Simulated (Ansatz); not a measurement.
Mulliken charges of CH₅InS (`[CH3][InH][SH]`) from ωB97M-V/def2-TZVPP in Ansatz (PBE0-D4/def2-TZVP geometry).

| atom | x (Å) | y (Å) | z (Å) | charge (e) |
| --- | --- | --- | --- | --- |
| C1 | -0.661 | 1.040 | 0.284 | -0.593 |
| In2 | 0.668 | -0.248 | -0.795 | 0.568 |
| S3 | 1.027 | -2.434 | 0.126 | -0.389 |
| H4 | -1.611 | 1.112 | -0.250 | 0.130 |
| H5 | -0.848 | 0.645 | 1.282 | 0.129 |
| H6 | -0.239 | 2.042 | 0.365 | 0.132 |
| H7 | 1.536 | 0.021 | -2.251 | -0.092 |
| H8 | 0.220 | -2.235 | 1.182 | 0.116 |

Problem. By hand: the dipole of these point charges (1 e Å = 4.8032 D).

Solution. Σ q r = (-0.094, 0.425, -0.144) e Å, of length 0.458 e Å = 2.20 D.

Problem. How does the dipole of the full density compare? (Best estimate.)

Solution. The calculation gave: (-0.226, 0.439, 0.037) e Å, 2.38 D; the point charges give 0.92 times that, at 27° from its direction.

Point charges leave out the atoms' own dipoles, such as those of lone pairs, and Mulliken's split depends on the basis, so the two needn't agree.
